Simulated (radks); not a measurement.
Values are calculated unless marked as measured or tabulated.
Numerical settings for neutral thulium, [Xe] 4f13 6s2. Code: a radial shooting solver on a logarithmic mesh with Libxc functionals. Model: Dirac Kohn-Sham, PBEsol, spin-unpolarised, spherical densities, point nucleus; open shells are shared between the two j in proportion to 2j + 1. The defaults (mesh step 0.008 in ln r, mesh end at 40 bohr or more with all orbitals vanishing there, Anderson mixing 0.5 over 9 steps, residual threshold near 1e-9 with the energy settled to 1e-9 hartree or 1e-11 of itself, here a cap of 88 iterations) give E = -13577.8737 hartree and 4f7/2 at -2.617 eV in 28 iterations. Run on one thread of a shared host, so times are rough (Arm Neoverse N1): 0.43 s of CPU time, 0.43 s wall, 28 iterations on 2728 mesh points. Changes against that run (0 stands for a change within the tolerance of the run):

| setting | iterations | converged | E (mhartree) | e(4f7/2) (meV) | CPU (s) |
|---|---|---|---|---|---|
| mesh step in ln r 0.02 | 28 | yes | 0 | 0 | 0.2 |
| mesh step in ln r 0.005 | 29 | yes | 0 | 0 | 0.67 |
| mesh step in ln r 0.2 | 4 | no | diverged | - | 0.01 |
| mesh end (bohr) 8 | 16 | yes | +13.7 | +568 | 0.23 |
| mesh end (bohr) 3 | 14 | level above zero | +2.96e+03 | +1.83e+04 | 0.18 |
| residual threshold 0.001 | 24 | yes | 0 | -0.291 | 0.39 |
| residual threshold 1e-05 | 24 | yes | 0 | -0.291 | 0.39 |
| mixing 1.5 | 30 | yes | 0 | 0 | 0.5 |
| linear mixing, mixing 1 | 88 | no | +9.2e+05 | +2.62e+03 | 4.8 |
| linear mixing, mixing 0.2 | 88 | yes | 0 | 0 | 0.9 |
| mixing history 2 | 37 | yes | 0 | 0 | 0.45 |
| iteration cap 5 | 5 | no | +3.37e+04 | +2.62e+03 | 0.1 |

Settled on a wrong energy, with an occupied level pushed above zero by the early mesh end: mesh end (bohr) 3 (+2.96 hartree). Apart from these: settings that end as converged yet miss the energy by more than 1 mhartree: mesh end (bohr) 8 (+0.0137 hartree). A mesh that ends early acts as a hard wall.
